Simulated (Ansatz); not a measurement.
Te₂Au₃. The state is a doublet with charge 0. Geometry PBE-D4/def2-SVP.

```tsv
atom	x (Å)	y (Å)	z (Å)
Au1	-0.905	-1.587	-1.005
Au2	0.140	2.050	-0.670
Au3	-0.786	1.078	1.701
Te4	0.228	-1.344	1.388
Te5	1.323	-0.196	-1.414
```

In the def2 sets Au, Te take a core potential; there is no spin–orbit coupling. No other spin state of charge 0 was run. Another isomer (doublet) lies 0.98 eV lower at PBE0-D4/def2-TZVP; other spin states weren't run for this one.

Q: Estimate the α-spin orbital energies around the gap (eV) in Ansatz with LDA (SPW92)/def2-TZVP, PBE-D4/def2-SVP, r2SCAN-D4/def2-TZVP, PBE0-D4/def2-SVP, PBE0-D4/def2-TZVP.

A: 
| orbital | LDA (SPW92)/def2-TZVP | PBE-D4/def2-SVP | r2SCAN-D4/def2-TZVP | PBE0-D4/def2-SVP | PBE0-D4/def2-TZVP |
| --- | --- | --- | --- | --- | --- |
| HOMO−9 | -7.77 | -7.56 | -7.82 | -9.09 | -9.04 |
| HOMO−8 | -7.57 | -7.35 | -7.58 | -8.75 | -8.69 |
| HOMO−7 | -7.52 | -7.32 | -7.53 | -8.55 | -8.50 |
| HOMO−6 | -7.26 | -7.03 | -7.27 | -8.33 | -8.29 |
| HOMO−5 | -7.06 | -6.85 | -7.11 | -8.31 | -8.25 |
| HOMO−4 | -6.97 | -6.77 | -7.02 | -8.30 | -8.25 |
| HOMO−3 | -6.80 | -6.57 | -6.75 | -7.49 | -7.45 |
| HOMO−2 | -5.92 | -5.68 | -5.83 | -6.61 | -6.57 |
| HOMO−1 | -5.57 | -5.31 | -5.46 | -6.12 | -6.11 |
| HOMO | -5.01 | -4.72 | -4.93 | -5.34 | -5.34 |
| LUMO | -4.56 | -4.31 | -4.25 | -3.67 | -3.60 |
| LUMO+1 | -4.25 | -3.89 | -3.85 | -3.15 | -3.18 |
| LUMO+2 | -3.40 | -3.08 | -3.07 | -2.38 | -2.40 |
| LUMO+3 | -1.72 | -1.38 | -1.27 | -0.81 | -0.91 |
| LUMO+4 | -1.06 | -0.70 | -0.54 | -0.07 | -0.22 |
| LUMO+5 | -0.37 | 0.07 | 0.16 | 0.70 | 0.40 |
| β HOMO | -5.51 | -5.24 | -5.38 | -6.05 | -6.04 |
| β LUMO | -4.70 | -4.32 | -4.13 | -3.57 | -3.50 |
